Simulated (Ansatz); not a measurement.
Relaxation of CH4BFSi (8 atoms, charge 0, multiplicity 1), to a largest force component of 0.02 eV/Å in at most 50 steps.

Theory: Ansatz, RKS PBE-D4/def2-SVP.

```xyz
8
Properties=species:S:1:pos:R:3
B -0.661 1.601 -0.434
C 0.083 0.806 0.414
Si 0.318 -1.031 0.119
F -0.442 -1.443 -1.244
H -1.290 2.208 -1.176
H 0.596 1.121 1.309
H 1.709 -1.399 -0.128
H -0.313 -1.863 1.139
```

Where does it end, and by what steps?

It converged. After 7 steps the energy has fallen by 0.165 eV; F4 moved furthest, 0.29 Å.

| step | energy less start (eV) | largest force component (eV/Å) | accepted |
| --- | --- | --- | --- |
| 0 | 0.0000 | 1.037 | yes |
| 1 | -0.1339 | 0.469 | yes |
| 2 | -0.1509 | 0.183 | yes |
| 3 | -0.1561 | 0.102 | yes |
| 4 | -0.1606 | 0.151 | yes |
| 5 | -0.1628 | 0.095 | yes |
| 6 | -0.1645 | 0.056 | yes |
| 7 | -0.1648 | 0.020 | yes |

```xyz
8
Properties=species:S:1:pos:R:3
B -0.622 1.472 -0.432
C 0.143 0.818 0.522
Si 0.293 -0.979 0.099
F -0.555 -1.188 -1.304
H -1.290 1.961 -1.293
H 0.634 1.203 1.428
H 1.712 -1.406 -0.158
H -0.315 -1.880 1.138
```

Whether the end is a true minimum wasn't checked by a vibrational analysis.

The run took 18 s on 1 thread of Arm Neoverse V2, on a shared host, peak memory 0.14 GiB.
